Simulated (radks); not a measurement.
Nb XXXII, 10 electrons, occupied as [He] 2s2 2p5.75 3d0.25 (fractional occupations, a model configuration).

Method: scalar-relativistic Kohn-Sham, AM05, spin-polarised, spherical densities, finite nucleus; open shells are filled with parallel spins first (spin-orbit coupling, left out, can overturn this in heavy ions); Fermi nuclear charge, rms radius 4.324 fm; computed with a radial shooting solver on a logarithmic mesh with Libxc functionals.

Energy parts (eV):
total: -83039.156
kinetic: 85956.396
electron-nucleus: -178019.960
Hartree: 10751.690
exchange-correlation: -1727.282

Orbitals (lengths in bohr, moments of r in powers of bohr; <r^-3> diverges for s and p1/2):
| orbital | occ. | eigenvalue (eV) | <r^-3> | <r> |
|---|---|---|---|---|
| 1s up | 1 | -20522.01 | - | 0.03609 |
| 1s down | 1 | -20520.10 | - | 0.03609 |
| 2s up | 1 | -4245.666 | - | 0.1547 |
| 2s down | 1 | -4241.806 | - | 0.1547 |
| 2p up | 3 | -3988.319 | 2454 | 0.1342 |
| 2p down | 2.75 | -3984.179 | 2454 | 0.1342 |
| 3d up | 0.25 | -1542.301 | 96.23 | 0.3164 |
| 3d down | 0 | -1537.684 | 96.22 | 0.3165 |

The highest occupied level is 3d up at -1542.3 eV. Summed over all electrons, <r^2> = 0.2143 bohr^2, which gives a Langevin (diamagnetic) susceptibility term of -0.17 x 10^-6 cm^3/mol. Spin moment in Bohr magnetons: 0.5.
